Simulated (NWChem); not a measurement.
Species: CH₃BeClO; SMILES C[O][Be][Cl]

```xyz
7

Be     0.0048    -0.1614     0.0001
Cl    -0.0015    -1.9845    -0.0001
O      0.0108     1.2192     0.0005
C     -0.0072     2.6079    -0.0003
H      0.7621     3.0039     0.6750
H      0.1859     2.9959    -1.0087
H     -0.9841     2.9816     0.3323
```
Atoms are numbered in this order, from 1.

Results from NWChem. All runs use the structure optimised with B3LYP/6-31G* (spherical d). B3LYP is NWChem's, with the RPA form of VWN correlation.

For level OLYP/def2-SVP:

```
Item                         Result
---------------------------  ------
highest occupied level (eV)   -6.81
orbital gap (eV)               6.10
```

Question: How do the values read with level B3LYP/def2-SVP instead?

Answer: The highest occupied level (eV) is -8.13 and the orbital gap (eV) is 8.00.
